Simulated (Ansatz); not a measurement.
`[OH][SnH]([F])[Br]` + H₂ → `[OH][SnH2][F]` + HBr at 500 K and 1 bar (hydrogenolysis of the Sn–Br bond).

Calculated with Ansatz (gas phase, PBE0-D4/def2-TZVP geometries, no zero-point term in ΔE). CCSD(T)/CBS is the MP2 limit (def2-TZVPP, def2-QZVPP) plus CCSD(T) − MP2 in def2-TZVPP, frozen cores. This one scheme is used for every species. def2 core potentials past Kr. For Br, Sn outer-core shells are correlated without core-valence functions, which leaves a few kJ/mol of doubt a bond. Scalar relativity is left out up to krypton. Each species was taken in one conformer, which may not be the lowest.

| species | CCSD(T)/CBS energy (Eh) | H − E (kJ/mol) | S (J/(mol·K)) |
| --- | --- | --- | --- |
| `[OH][SnH]([F])[Br]` | -2963.61162 | 99.9 | 407.1 |
| H₂ | -1.17544 | 41.0 | 145.5 |
| `[OH][SnH2][F]` | -390.83308 | 109.2 | 353.5 |
| HBr | -2573.91920 | 30.5 | 213.7 |

H − E and S are ideal-gas, rigid-rotor, harmonic terms from PBE0-D4/def2-TZVP, for one conformer and one mirror image of each species. For small species the MP2-based limit differs from directly extrapolated CCSD(T) by up to some mEh (0.8 for H₂); such offsets cancel only in part. 1 Eh = 2625.50 kJ/mol, R = 8.31446 J/(mol·K).

Q: By hand: ΔE, ΔH, ΔS and ΔG.

A: ΔE = (-390.83308) + (-2573.91920) − (-2963.61162) − (-1.17544) = 0.03478 Eh = 91.3 kJ/mol. Δ(H − E) = 109.2 + 30.5 − 99.9 − 41.0 = -1.2, so ΔH = 90.1 kJ/mol. ΔS = 353.5 + 213.7 − 407.1 − 145.5 = 14.6 J/(mol·K). ΔG = 90.1 − 500 × (14.6)/1000 = 82.8 kJ/mol.

Q: By hand: the equilibrium constant, and the temperature at which ΔG would vanish if ΔH and ΔS stayed fixed.

A: log₁₀ K = −ΔG/(RT ln 10) = -8.6. ΔG = 0 at ΔH/ΔS = 6171 K, far beyond where these terms or the molecules hold.

The number of gas molecules stays the same, so ΔS is small and ΔH decides. A doubt of 5 kJ/mol in ΔE shifts log₁₀ K by 0.5 here. Other conformers and mirror images would add mixing entropy, several J/(mol·K) or more a flexible species. These are equilibria of isolated gas molecules and say nothing of rates. Largest T1 diagnostic: 0.014 (customary marks: 0.02 for closed shells, 0.045 for open ones).
